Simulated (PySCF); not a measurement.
## Correlation energy of P³⁺ (phosphorus, charge +3)

[Ne] 3s2, closed-shell 1S. Computed with PySCF 2.14 in aug-cc-pCVTZ-DK with one added diffuse shell each of s, p, d, f type (9s8p6d4f, 91 functions), with the spin-free X2C one-electron Hamiltonian (Gaussian nucleus). Frozen: [Ne]; 2 electrons correlated.

With two correlated electrons CCSD is exact within the correlated space (frozen core and kept virtual orbitals).

```csv
level,correlation energy (mhartree)
CCSD,-49.64
```

Diagnostics: T1 = 0.0047, D1 = 0.0066, largest double amplitude 0.113.

Cost of the coupled-cluster step: about 4 core-seconds, for 2 correlated electrons.

Iterations:

```
CC2 = 0
CCSD nocc = 1, nmo = 86
frozen orbitals [0, 1, 2, 3, 4]
max_cycle = 100
direct = 0
conv_tol = 1e-08
conv_tol_normt = 1e-06
diis_space = 8
diis_start_cycle = 0
Init t2, MP2 energy = -339.41323277242  E_corr(MP2) -0.0358083534938229
Init E_corr(CCSD) = -0.0358083534947483
cycle = 1  E_corr(CCSD) = -0.0441463052135059  dE = -0.00833795172  norm(t1,t2) = 0.043501
cycle = 2  E_corr(CCSD) = -0.0472675432621202  dE = -0.00312123805  norm(t1,t2) = 0.0187959
cycle = 3  E_corr(CCSD) = -0.0496513578243046  dE = -0.00238381456  norm(t1,t2) = 0.00849294
cycle = 4  E_corr(CCSD) = -0.0496402197843547  dE = 1.11380399e-05  norm(t1,t2) = 0.000356797
cycle = 5  E_corr(CCSD) = -0.0496459665789378  dE = -5.74679458e-06  norm(t1,t2) = 1.75946e-05
cycle = 6  E_corr(CCSD) = -0.0496446112283943  dE = 1.35535054e-06  norm(t1,t2) = 3.97388e-06
cycle = 7  E_corr(CCSD) = -0.0496447539639925  dE = -1.42735598e-07  norm(t1,t2) = 5.38668e-07
cycle = 8  E_corr(CCSD) = -0.0496447592716214  dE = -5.30762882e-09  norm(t1,t2) = 4.71713e-08
CCSD converged
E(CCSD) = -339.4270691781976  E_corr = -0.04964475927162135
```
